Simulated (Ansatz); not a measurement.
Relaxation of C2H7ClOSi (12 atoms, charge 0, multiplicity 1), to a largest force component of 0.02 eV/Å in at most 50 steps.

All numbers below come from Ansatz, RKS PBE0/def2-SVP.

```xyz
12
Properties=species:S:1:pos:R:3
Si -1.110 -0.528 1.711
O -0.613 0.398 0.400
C 0.396 -0.154 -0.419
C 0.832 0.841 -1.523
Cl 2.049 0.193 -2.584
H -0.026 -0.718 2.622
H -1.659 -1.777 1.212
H -2.189 0.288 2.389
H 0.101 -1.090 -0.798
H 1.326 -0.333 0.229
H -0.135 1.027 -2.116
H 1.105 1.798 -1.089
```

Task: Where does it end, and by what steps?

Result: It converged. After 5 steps the energy has fallen by 0.341 eV; H9 moved furthest, 0.15 Å.

```csv
step,energy less start (eV),largest force component (eV/Å),accepted
0,0.0000,3.342,yes
1,-0.2859,0.850,yes
2,-0.3315,0.445,yes
3,-0.3383,0.155,yes
4,-0.3413,0.041,yes
5,-0.3414,0.007,yes
```

```xyz
12
Properties=species:S:1:pos:R:3
Si -1.149 -0.491 1.728
O -0.538 0.311 0.398
C 0.477 -0.185 -0.431
C 0.749 0.853 -1.501
Cl 2.033 0.285 -2.598
H -0.072 -0.738 2.737
H -1.737 -1.807 1.327
H -2.200 0.393 2.298
H 0.182 -1.136 -0.914
H 1.409 -0.378 0.133
H -0.155 1.040 -2.096
H 1.076 1.798 -1.048
```

Whether the end is a true minimum wasn't checked by a vibrational analysis.

Time of the run: 27 s on 2 threads of Arm Neoverse V1 (shared host), peak memory 0.26 GiB.
